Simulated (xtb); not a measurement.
xtb input (GFN2-xTB):

```bash
xtb mol.xyz --gfn 2 --sp --chrg 0 --uhf 0
```
mol.xyz:
```
18

C      2.66862050    -0.07382175    -0.61353991
C      1.17550568     0.21824551    -0.72659158
C      0.38935059    -0.27509102     0.49549779
C     -1.08439323     0.03183206     0.44291221
C     -1.65120787     0.87762972     1.29953845
C     -1.87886856    -0.66499777    -0.62567867
H      3.09779971     0.40901695     0.26762802
H      3.21239215     0.28618963    -1.48875953
H      2.85336974    -1.14713831    -0.52425562
H      0.78235991    -0.24919951    -1.63295985
H      1.01388174     1.29425314    -0.83836023
H      0.52805006    -1.35980667     0.58291424
H      0.81901500     0.16966379     1.39659988
H     -2.71016274     1.10227201     1.26046616
H     -1.07371040     1.37273272     2.07080194
H     -2.93971477    -0.42706071    -0.55422325
H     -1.76222250    -1.75034301    -0.54840086
H     -1.53510079    -0.38336033    -1.62428049
```

End of the output:

```
         :::::::::::::::::::::::::::::::::::::::::::::::::::::
         ::                     SUMMARY                     ::
         :::::::::::::::::::::::::::::::::::::::::::::::::::::
         :: total energy             -18.940678817548 Eh    ::
         :: gradient norm              0.015224599825 Eh/a0 ::
         :: HOMO-LUMO gap              5.190497194932 eV    ::
         ::.................................................::
         :: SCC energy               -19.248926349369 Eh    ::
         :: -> isotropic ES            0.004073559128 Eh    ::
         :: -> anisotropic ES          0.006170211153 Eh    ::
         :: -> anisotropic XC          0.013396740194 Eh    ::
         :: -> dispersion             -0.010162357248 Eh    ::
         :: repulsion energy           0.308247531821 Eh    ::
         :: add. restraining           0.000000000000 Eh    ::
         :: total charge              -0.000000000000 e     ::
         :::::::::::::::::::::::::::::::::::::::::::::::::::::

           -------------------------------------------------
          |                Property Printout                |
           -------------------------------------------------

    * Orbital Energies and Occupations

         #    Occupation            Energy/Eh            Energy/eV
      -------------------------------------------------------------
         1        2.0000           -0.6237512             -16.9731
       ...           ...                  ...                  ...
         6        2.0000           -0.5305635             -14.4374
         7        2.0000           -0.5103529             -13.8874
         8        2.0000           -0.5018443             -13.6559
         9        2.0000           -0.4897135             -13.3258
        10        2.0000           -0.4803591             -13.0712
        11        2.0000           -0.4734499             -12.8832
        12        2.0000           -0.4631697             -12.6035
        13        2.0000           -0.4497412             -12.2381
        14        2.0000           -0.4418676             -12.0238
        15        2.0000           -0.4366200             -11.8810
        16        2.0000           -0.4218627             -11.4795
        17        2.0000           -0.4199422             -11.4272
        18        2.0000           -0.3838960             -10.4463 (HOMO)
        19                         -0.1931487              -5.2558 (LUMO)
        20                          0.0739022               2.0110
        21                          0.1019486               2.7742
        22                          0.1254164               3.4128
        23                          0.1299928               3.5373
        24                          0.1472708               4.0074
        25                          0.1644149               4.4740
        26                          0.1767476               4.8095
        27                          0.1866549               5.0791
        28                          0.1986020               5.4042
        29                          0.2183538               5.9417
       ...                                ...                  ...
        36                          0.6189048              16.8413
      -------------------------------------------------------------
                  HL-Gap            0.1907473 Eh            5.1905 eV
             Fermi-level           -0.2885223 Eh           -7.8511 eV

     #   Z          covCN         q      C6AA      α(0)
     1   6 C        3.750    -0.100    22.472     6.761
     2   6 C        3.799    -0.047    21.424     6.590
     3   6 C        3.807    -0.064    21.718     6.634
     4   6 C        2.936     0.017    27.640     8.622
     5   6 C        2.842    -0.108    30.719     9.083
     6   6 C        3.756    -0.107    22.589     6.776
     7   1 H        0.924     0.032     2.551     2.498
     8   1 H        0.924     0.032     2.556     2.500
     9   1 H        0.924     0.032     2.554     2.499
    10   1 H        0.924     0.031     2.579     2.511
    11   1 H        0.924     0.029     2.602     2.522
    12   1 H        0.924     0.036     2.504     2.475
    13   1 H        0.924     0.036     2.502     2.473
    14   1 H        0.925     0.029     2.599     2.521
    15   1 H        0.925     0.029     2.605     2.524
    16   1 H        0.925     0.039     2.462     2.454
    17   1 H        0.924     0.041     2.438     2.442
    18   1 H        0.924     0.043     2.412     2.429

 Mol. C6AA /au·bohr⁶  :       2361.423120
 Mol. C8AA /au·bohr⁸  :      50670.815131
 Mol. α(0) /au        :         74.315460

Wiberg/Mayer (AO) data.
largest (>0.10) Wiberg bond orders for each atom

 ---------------------------------------------------------------------------
     #   Z sym  total        # sym  WBO       # sym  WBO       # sym  WBO
 ---------------------------------------------------------------------------
     1   6 C    3.996 --     2 C    1.019     9 H    0.988     7 H    0.988
                             8 H    0.987
     2   6 C    3.997 --     1 C    1.019     3 C    0.993    11 H    0.979
                            10 H    0.977
     3   6 C    3.997 --     4 C    1.011     2 C    0.993    13 H    0.975
                            12 H    0.965
     4   6 C    3.987 --     5 C    1.929     6 C    1.025     3 C    1.011
     5   6 C    3.987 --     4 C    1.929    15 H    0.976    14 H    0.976
     6   6 C    3.997 --     4 C    1.025    16 H    0.985    17 H    0.973
                            18 H    0.969
     7   1 H    0.999 --     1 C    0.988
     8   1 H    0.998 --     1 C    0.987
     9   1 H    0.999 --     1 C    0.988
    10   1 H    0.999 --     2 C    0.977
    11   1 H    0.999 --     2 C    0.979
    12   1 H    0.999 --     3 C    0.965
    13   1 H    0.999 --     3 C    0.975
    14   1 H    0.999 --     5 C    0.976
    15   1 H    0.999 --     5 C    0.976
    16   1 H    0.998 --     6 C    0.985
    17   1 H    0.998 --     6 C    0.973
    18   1 H    0.998 --     6 C    0.969
 ---------------------------------------------------------------------------

Topologies differ in total number of bonds
Writing topology from bond orders to xtbtopo.mol

molecular dipole:
                 x           y           z       tot (Debye)
 q only:        0.093      -0.131      -0.148
   full:        0.111      -0.154      -0.177       0.660
Note: The following floating-point exceptions are signalling: IEEE_UNDERFLOW_FLAG IEEE_DENORMAL
normal termination of xtb
molecular quadrupole (traceless):
                xx          xy          yy          xz          yz          zz
 q only:        0.348       0.451      -0.216       0.803       0.064      -0.132
  q+dip:        0.082       0.116       0.058       1.136       1.309      -0.140
   full:        0.183       0.395      -0.021       1.058       0.533      -0.162

           -------------------------------------------------
          | TOTAL ENERGY              -18.940678817548 Eh   |
          | GRADIENT NORM               0.015224599825 Eh/α |
          | HOMO-LUMO GAP               5.190497194932 eV   |
           -------------------------------------------------

------------------------------------------------------------------------
------------------------------------------------------------------------
 total:
 SCF:
```
